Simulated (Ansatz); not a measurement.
The cluster Mg3S4⁻. The state is a doublet with charge -1. Geometry B3LYP-D4/def2-SVPD, basis def2-TZVPD, Ansatz.

```xyz
7

Mg   -1.423    1.357   -2.796
Mg    1.551   -1.206   -0.730
Mg    1.340   -0.293    2.915
S    -0.373   -2.027    0.595
S    -1.667   -0.381    0.190
S    -0.522    1.323    0.613
S     1.094    1.226   -0.787
```

```tsv
run	HOMO (eV)	LUMO (eV)
A	-0.64	-0.19
B	-1.33	0.82
C	-3.06	3.11
D	-0.66	0.13
E	-0.83	0.31
```

Another isomer (doublet) lies 4.97 eV lower at PBE0-D4/def2-TZVPD; other spin states weren't run for this one.

HOMO and LUMO are taken over both spins.

Q: The runs used B97M-V, HF, PBE, PBE0, r2SCAN. Estimate which is which.

A: A B97M-V (0 % exact exchange); B PBE0 (25 % exact exchange); C HF (100 % exact exchange); D PBE (0 % exact exchange); E r2SCAN (0 % exact exchange). Exact exchange lowers occupied and raises empty levels; among semilocal functionals meta-GGAs tend to open the gap a little, and such runs are hard to tell apart. The gap grows from 0.45 eV (B97M-V) to 6.17 eV (HF). At HF/def2-TZVPD the charge -1 doublet is spin-contaminated (final ⟨S²⟩ up to 0.98, 0.75 for a pure state).
